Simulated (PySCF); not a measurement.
Correlation energy of Zn⁺ (zinc, charge +1)

[Ar] 3d10 4s1, 2S determinant. Computed with PySCF 2.14 in Sapporo-DKH3-DZP-2012 (6s4p3d1f, 40 functions), with scalar relativity by spin-free X2C-1e. Frozen: [Ar]; 11 electrons correlated.

MP2 pair energies summed by pair of shells (mhartree):

```
 pair   energy  share (%)
3d-3d  -386.95       94.4
3d-4s   -23.15        5.6
```

Total MP2 correlation energy: -410.10 mhartree.

Same-spin part -155.18 and opposite-spin part -254.92 mhartree; SCS-MP2 scales them by 1/3 and 6/5 to -357.63 mhartree.

```csv
level,correlation energy (mhartree)
CCSD,-368.86
(T),-6.97
CCSD(T),-375.83
```

Diagnostics: T1 = 0.0085, D1 = 0.0271, largest double amplitude 0.028.

Q: Is a single reference adequate?

A: Yes: T1 lies below 0.03 and no double amplitude reaches 0.07.
